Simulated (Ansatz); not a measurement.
Reaction (formal exchange of groups at the Ag–Ag bond): `[Ag][Ag]` + I₂ → 2 `[Ag][I]`

Computed with Ansatz on PBE0-D4/def2-TZVP structures; ΔE is electronic, products minus reactants. CBS: MP2 limit from def2 TZ/QZ plus the TZ coupled-cluster correction, frozen cores. DFT in def2-TZVPP. def2 core potentials past Kr. For Ag, I outer-core shells are correlated without core-valence functions, which leaves a few kJ/mol of doubt a bond.

```
           level  ΔE (kJ/mol)
      r2SCANh-D4       -160.6
          B2PLYP       -149.0
CCSD(T)/def2-SVP       -177.5
   HF/def2-QZVPP       -238.9
```

Task: What does CCSD(T)/CBS give? (Estimate.)

Result: Ansatz gave: -154.1 kJ/mol. The listed levels differ from it by -6.5, 5.1, -23.4, -84.8 kJ/mol.

Largest T1 diagnostic among the species: 0.016.

In def2-TZVPP, CCSD(T) changes the Hartree–Fock value by +75.8 kJ/mol (the triples alone add +11.4 kJ/mol) and MP2 by +79.7 kJ/mol. From BLYP to BHLYP (50 % exact exchange), in def2-TZVPP and without D4, ΔE moves by −61.6 kJ/mol.
